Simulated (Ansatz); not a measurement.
The cluster MnF₂. Total charge 0; doublet. Geometry PBE0-D4/def2-TZVP.

```xyz
3

Mn    0.000    0.000    0.000
F     1.591   -0.310   -0.672
F    -1.591    0.310    0.672
```

LC-ωPBE has ω = 0.4 bohr⁻¹. At PBE-D4/def2-TZVPD, r2SCAN-D4/def2-TZVP, r2SCAN-D4/def2-TZVPD, PBE0-D4/def2-TZVP and others the charge 0 doublet is spin-contaminated (final ⟨S²⟩ up to 2.61, 0.75 for a pure state). At PBE0-D4/def2-TZVP a sextet of charge 0 lies 2.65 eV below the doublet, each at its own geometry. The structure comes from a short search, and lower isomers may exist.

Q: Estimate the α-spin orbital energies around the gap (eV) in Ansatz with PBE-D4/def2-TZVPD, r2SCAN-D4/def2-TZVP, r2SCAN-D4/def2-TZVPD, PBE0-D4/def2-TZVP, LC-ωPBE/def2-TZVP.

A: 
```json
{"orbital": "HOMO−13", "PBE-D4/def2-TZVPD": "-54.15", "r2SCAN-D4/def2-TZVP": "-55.82", "r2SCAN-D4/def2-TZVPD": "-55.82", "PBE0-D4/def2-TZVP": "-58.61", "LC-ωPBE/def2-TZVP": "-60.44"}
{"orbital": "HOMO−12", "PBE-D4/def2-TZVPD": "-53.17", "r2SCAN-D4/def2-TZVP": "-54.96", "r2SCAN-D4/def2-TZVPD": "-54.97", "PBE0-D4/def2-TZVP": "-57.85", "LC-ωPBE/def2-TZVP": "-59.65"}
{"orbital": "HOMO−11", "PBE-D4/def2-TZVPD": "-53.17", "r2SCAN-D4/def2-TZVP": "-54.96", "r2SCAN-D4/def2-TZVPD": "-54.97", "PBE0-D4/def2-TZVP": "-57.85", "LC-ωPBE/def2-TZVP": "-59.65"}
{"orbital": "HOMO−10", "PBE-D4/def2-TZVPD": "-28.51", "r2SCAN-D4/def2-TZVP": "-29.82", "r2SCAN-D4/def2-TZVPD": "-29.86", "PBE0-D4/def2-TZVP": "-31.64", "LC-ωPBE/def2-TZVP": "-33.99"}
{"orbital": "HOMO−9", "PBE-D4/def2-TZVPD": "-28.14", "r2SCAN-D4/def2-TZVP": "-29.46", "r2SCAN-D4/def2-TZVPD": "-29.50", "PBE0-D4/def2-TZVP": "-31.24", "LC-ωPBE/def2-TZVP": "-33.55"}
{"orbital": "HOMO−8", "PBE-D4/def2-TZVPD": "-11.61", "r2SCAN-D4/def2-TZVP": "-11.90", "r2SCAN-D4/def2-TZVPD": "-11.94", "PBE0-D4/def2-TZVP": "-13.51", "LC-ωPBE/def2-TZVP": "-16.48"}
{"orbital": "HOMO−7", "PBE-D4/def2-TZVPD": "-10.16", "r2SCAN-D4/def2-TZVP": "-10.38", "r2SCAN-D4/def2-TZVPD": "-10.42", "PBE0-D4/def2-TZVP": "-11.88", "LC-ωPBE/def2-TZVP": "-14.87"}
{"orbital": "HOMO−6", "PBE-D4/def2-TZVPD": "-10.16", "r2SCAN-D4/def2-TZVP": "-10.38", "r2SCAN-D4/def2-TZVPD": "-10.42", "PBE0-D4/def2-TZVP": "-11.88", "LC-ωPBE/def2-TZVP": "-14.87"}
{"orbital": "HOMO−5", "PBE-D4/def2-TZVPD": "-9.89", "r2SCAN-D4/def2-TZVP": "-10.03", "r2SCAN-D4/def2-TZVPD": "-10.08", "PBE0-D4/def2-TZVP": "-11.45", "LC-ωPBE/def2-TZVP": "-14.31"}
{"orbital": "HOMO−4", "PBE-D4/def2-TZVPD": "-9.55", "r2SCAN-D4/def2-TZVP": "-9.71", "r2SCAN-D4/def2-TZVPD": "-9.76", "PBE0-D4/def2-TZVP": "-11.09", "LC-ωPBE/def2-TZVP": "-13.99"}
{"orbital": "HOMO−3", "PBE-D4/def2-TZVPD": "-9.55", "r2SCAN-D4/def2-TZVP": "-9.71", "r2SCAN-D4/def2-TZVPD": "-9.76", "PBE0-D4/def2-TZVP": "-11.09", "LC-ωPBE/def2-TZVP": "-13.99"}
{"orbital": "HOMO−2", "PBE-D4/def2-TZVPD": "-6.65", "r2SCAN-D4/def2-TZVP": "-7.38", "r2SCAN-D4/def2-TZVPD": "-7.39", "PBE0-D4/def2-TZVP": "-9.27", "LC-ωPBE/def2-TZVP": "-12.06"}
{"orbital": "HOMO−1", "PBE-D4/def2-TZVPD": "-6.65", "r2SCAN-D4/def2-TZVP": "-7.38", "r2SCAN-D4/def2-TZVPD": "-7.39", "PBE0-D4/def2-TZVP": "-9.27", "LC-ωPBE/def2-TZVP": "-12.06"}
{"orbital": "HOMO", "PBE-D4/def2-TZVPD": "-6.22", "r2SCAN-D4/def2-TZVP": "-6.69", "r2SCAN-D4/def2-TZVPD": "-6.70", "PBE0-D4/def2-TZVP": "-8.03", "LC-ωPBE/def2-TZVP": "-10.87"}
{"orbital": "LUMO", "PBE-D4/def2-TZVPD": "-4.70", "r2SCAN-D4/def2-TZVP": "-3.94", "r2SCAN-D4/def2-TZVPD": "-3.94", "PBE0-D4/def2-TZVP": "-2.63", "LC-ωPBE/def2-TZVP": "-0.18"}
{"orbital": "LUMO+1", "PBE-D4/def2-TZVPD": "-4.70", "r2SCAN-D4/def2-TZVP": "-3.93", "r2SCAN-D4/def2-TZVPD": "-3.93", "PBE0-D4/def2-TZVP": "-2.63", "LC-ωPBE/def2-TZVP": "-0.18"}
{"orbital": "LUMO+2", "PBE-D4/def2-TZVPD": "-1.36", "r2SCAN-D4/def2-TZVP": "-0.99", "r2SCAN-D4/def2-TZVPD": "-1.04", "PBE0-D4/def2-TZVP": "-0.59", "LC-ωPBE/def2-TZVP": "1.37"}
{"orbital": "LUMO+3", "PBE-D4/def2-TZVPD": "-0.77", "r2SCAN-D4/def2-TZVP": "0.83", "r2SCAN-D4/def2-TZVPD": "-0.35", "PBE0-D4/def2-TZVP": "1.49", "LC-ωPBE/def2-TZVP": "3.81"}
{"orbital": "LUMO+4", "PBE-D4/def2-TZVPD": "-0.77", "r2SCAN-D4/def2-TZVP": "0.83", "r2SCAN-D4/def2-TZVPD": "-0.35", "PBE0-D4/def2-TZVP": "1.49", "LC-ωPBE/def2-TZVP": "3.81"}
{"orbital": "LUMO+5", "PBE-D4/def2-TZVPD": "0.50", "r2SCAN-D4/def2-TZVP": "4.03", "r2SCAN-D4/def2-TZVPD": "1.15", "PBE0-D4/def2-TZVP": "4.28", "LC-ωPBE/def2-TZVP": "6.36"}
{"orbital": "β HOMO", "PBE-D4/def2-TZVPD": "-6.07", "r2SCAN-D4/def2-TZVP": "-6.72", "r2SCAN-D4/def2-TZVPD": "-6.73", "PBE0-D4/def2-TZVP": "-8.63", "LC-ωPBE/def2-TZVP": "-11.43"}
{"orbital": "β LUMO", "PBE-D4/def2-TZVPD": "-4.80", "r2SCAN-D4/def2-TZVP": "-4.38", "r2SCAN-D4/def2-TZVPD": "-4.38", "PBE0-D4/def2-TZVP": "-3.35", "LC-ωPBE/def2-TZVP": "-0.98"}
```
